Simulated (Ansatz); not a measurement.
`NO` and `O[AsH2]` differ in one element.

Ansatz, PBE0-D4/def2-TZVP geometries, multiplicity 1. 

Scalar relativity is left out up to krypton.

```json
{"property": "LUMO energy (PBE0/def2-TZVPP) / eV", "`NO`": "1.19"}
{"property": "size of the dipole moment (PBE/def2-TZVPP) / D", "`NO`": "0.51"}
{"property": "LUMO energy (B3LYP/def2-TZVPP) / eV", "`NO`": "0.77"}
{"property": "HOMO–LUMO gap (ωB97M-V/def2-TZVPP) / eV", "`NO`": "12.47"}
{"property": "HOMO–LUMO gap (B3LYP/def2-TZVPP) / eV", "`NO`": "7.98"}
{"property": "HOMO energy (PBE/def2-TZVPP) / eV", "`NO`": "-5.80"}
```

(1) Give the same properties after the change, and the shifts. (An estimate is asked.)

## Answers

(1) Computed: 
| property | `O[AsH2]` | shift |
| --- | --- | --- |
| LUMO energy (PBE0/def2-TZVPP) / eV | -0.49 | -1.68 |
| size of the dipole moment (PBE/def2-TZVPP) / D | 1.12 | 0.61 |
| LUMO energy (B3LYP/def2-TZVPP) / eV | -0.77 | -1.54 |
| HOMO–LUMO gap (ωB97M-V/def2-TZVPP) / eV | 11.11 | -1.36 |
| HOMO–LUMO gap (B3LYP/def2-TZVPP) / eV | 6.57 | -1.41 |
| HOMO energy (PBE/def2-TZVPP) / eV | -6.32 | -0.52 |

With PBE0 the HOMO falls by 0.07 eV and the LUMO falls by 1.68 eV, so the gap narrows by about 1.61 eV. PBE moves the HOMO by -0.52 eV and ωB97M-V by 0.22 eV. Dipoles are sizes alone; their direction can turn.

B3LYP here is the variant with VWN-RPA as its local correlation; programs differ in this.
